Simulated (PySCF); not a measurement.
Ionisation energy of Co⁺ by level of theory

Co⁺ [Ar] 3d8 (3F) → Co²⁺ [Ar] 3d7 (4F), as a difference of total energies. Computed with PySCF 2.14 in x2c-QZVPPall (11s7p5d4f2g, 103 functions), with the spin-free X2C one-electron Hamiltonian (Gaussian nucleus). Correlated levels: valence: [Ar] frozen; valence and next inner shell: [Ne] frozen. The calculations carry no spin-orbit coupling.

| method | ionisation energy (eV) | plus first-order spin-orbit estimate | error of that sum (eV) |
| --- | --- | --- | --- |
| UHF | 14.177 | 14.166 | -2.918 |
| LDA | 18.338 | 18.327 | +1.243 |
| PBE | 17.884 | 17.874 | +0.790 |
| PBE0 | 17.202 | 17.192 | +0.108 |
| r2SCAN | 17.380 | 17.370 | +0.286 |
| MN15 | 17.848 | 17.838 | +0.754 |
| r2SCANh | 17.187 | 17.176 | +0.092 |
| TPSS | 17.457 | 17.446 | +0.362 |
| r2SCAN0 | 16.902 | 16.891 | -0.193 |
| MP2 (valence) | 16.969 | 16.958 | -0.126 |
| SCS-MP2 (valence) | 16.868 | 16.857 | -0.227 |
| MP2 (valence and next inner shell) | 17.617 | 17.607 | +0.523 |
| SCS-MP2 (valence and next inner shell) | 17.320 | 17.309 | +0.225 |

Reference: 17.084 eV (measured; NIST Atomic Spectra Database, ionization energies).

A first-order spin-orbit estimate (lowest level to lowest level, LS coupling) adds -0.011 eV.

Errors of the correlated levels include the incompleteness of this basis and the frozen core.
